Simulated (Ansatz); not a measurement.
Relaxation of Mo3H3Se9⁺ (charge 1, singlet) with RKS PBE-D4/def2-SVP in Ansatz.

Positions (Å) and forces (eV/Å) at steps 24, 25, 27 of 27:

```xyz
15
step=24 energy=-593616.9080 eV
Mo   -0.904   -0.804   -0.137   -0.010    0.044   -0.008
Mo   -0.180    1.853   -0.822   -0.035    0.083    0.032
Mo    1.664   -0.371    0.691   -0.005    0.001   -0.006
Se   -3.137   -2.289    0.137    0.001   -0.005    0.026
Se    0.027   -1.639    1.931    0.010   -0.001   -0.001
Se   -1.775   -2.337   -1.814    0.017   -0.016   -0.015
Se   -2.198    1.162    0.327    0.022   -0.035   -0.003
Se   -0.908    2.349   -2.895    0.015   -0.008    0.023
Se    1.698    1.807    1.356   -0.017    0.015   -0.038
Se    1.053   -0.219   -1.675    0.003   -0.004    0.016
Se   -0.073    4.269   -0.184    0.035   -0.050    0.022
Se    3.728   -1.638    0.760   -0.007   -0.012   -0.011
H    -2.544   -3.489    0.812   -0.017    0.006   -0.014
H     0.373    4.285    1.240   -0.012   -0.038   -0.040
H     3.177   -2.938    0.273    0.000    0.020    0.018
15
step=25 energy=-593616.9095 eV
Mo   -0.904   -0.804   -0.138   -0.014    0.017   -0.005
Mo   -0.189    1.855   -0.820    0.008    0.040    0.000
Mo    1.664   -0.367    0.690   -0.008    0.005   -0.006
Se   -3.136   -2.290    0.136   -0.002   -0.003    0.021
Se    0.030   -1.638    1.929   -0.001   -0.007    0.006
Se   -1.775   -2.336   -1.816    0.020   -0.011   -0.013
Se   -2.203    1.156    0.331    0.010   -0.015    0.000
Se   -0.917    2.355   -2.892    0.004   -0.007    0.011
Se    1.692    1.812    1.347    0.004    0.005   -0.006
Se    1.051   -0.214   -1.675   -0.007    0.000   -0.004
Se   -0.060    4.266   -0.185   -0.004   -0.016   -0.017
Se    3.728   -1.633    0.764    0.001   -0.008   -0.009
H    -2.544   -3.491    0.807   -0.013   -0.002   -0.006
H     0.386    4.264    1.236    0.003   -0.008    0.015
H     3.176   -2.934    0.286   -0.001    0.010    0.013
15
step=27 energy=-593616.9104 eV
Mo   -0.899   -0.799   -0.142    0.000    0.004   -0.006
Mo   -0.177    1.859   -0.824    0.002    0.004   -0.012
Mo    1.675   -0.361    0.669    0.006    0.005    0.011
Se   -3.132   -2.282    0.144   -0.001   -0.002   -0.001
Se    0.040   -1.608    1.933    0.001    0.004   -0.004
Se   -1.763   -2.353   -1.804    0.003    0.004    0.003
Se   -2.199    1.163    0.310   -0.008   -0.002    0.003
Se   -0.883    2.369   -2.902    0.002    0.002    0.006
Se    1.742    1.830    1.295    0.002   -0.024   -0.002
Se    1.049   -0.221   -1.691   -0.003    0.006    0.001
Se   -0.088    4.262   -0.152   -0.008   -0.003   -0.012
Se    3.725   -1.649    0.748   -0.005   -0.010   -0.008
H    -2.551   -3.482    0.824   -0.001   -0.003    0.005
H     0.317    4.226    1.281    0.005    0.001    0.009
H     3.145   -2.953    0.311    0.004    0.012    0.009
```

In the def2 sets Mo takes a core potential; there is no spin–orbit coupling.
